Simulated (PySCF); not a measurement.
Input for PySCF:
```python
from pyscf import gto, scf, mcscf, mrpt
import numpy

mol = gto.Mole()
mol.atom = '''
    B     0.35107404    0.23670465   -0.82799442
    C     1.84129735    0.01704535   -1.33189228
    H     2.31296505   -1.88234863   -1.29286171
    H     2.54753600    0.52089676   -0.67616252
    H     2.00873607    0.38064454   -2.34325903
    N     0.02310659   -0.20365703    0.48458883
    C    -0.67634145   -0.38750509    1.42667741
    O    -1.25513751   -0.61856982    2.40034157
    O    -0.63776374    0.80576047   -1.53449708
    H    -0.42324870    1.10394140   -2.41798619
'''
mol.basis = 'sto-3g'
mol.verbose = 4
mol.build()

mf = scf.RHF(mol)
mf.kernel()
mc = mcscf.CASSCF(mf, 5, 4)
mc.fix_spin_(ss=0.0)
mc.kernel()
occ = numpy.linalg.eigvalsh(mc.fcisolver.make_rdm1(mc.ci, mc.ncas, mc.nelecas))[::-1]
ss = mc.fcisolver.spin_square(mc.ci, mc.ncas, mc.nelecas)[0]
print('natural occupations', occ.round(4), ' <S^2>', round(ss, 4))
e2 = mrpt.NEVPT(mc).kernel()
print('E(NEVPT2) = %.10f' % (mc.e_tot + e2))
```

Q: What does this run give for the NEVPT2 correction, SCF-reference HOMO-LUMO gap, number of basis functions, SCF-reference HOMO energy, total energy, SCF-reference Mulliken (on the basis functions themselves) charges in atom order?

A: 
```json
{
 "NEVPT2 correction": "-0.2710 Eh",
 "SCF-reference HOMO-LUMO gap": "13.13 eV",
 "number_of_basis_functions": "34",
 "SCF-reference HOMO energy": "-8.08 eV",
 "total_energy": "-303.1680 Eh",
 "SCF-reference Mulliken (on the basis functions themselves) charges in atom order": "B1 0.54, C2 -0.20, H3 -0.03, H4 0.06, H5 0.04, N6 -0.44, C7 0.42, O8 -0.25, O9 -0.37, H10 0.23"
}
```
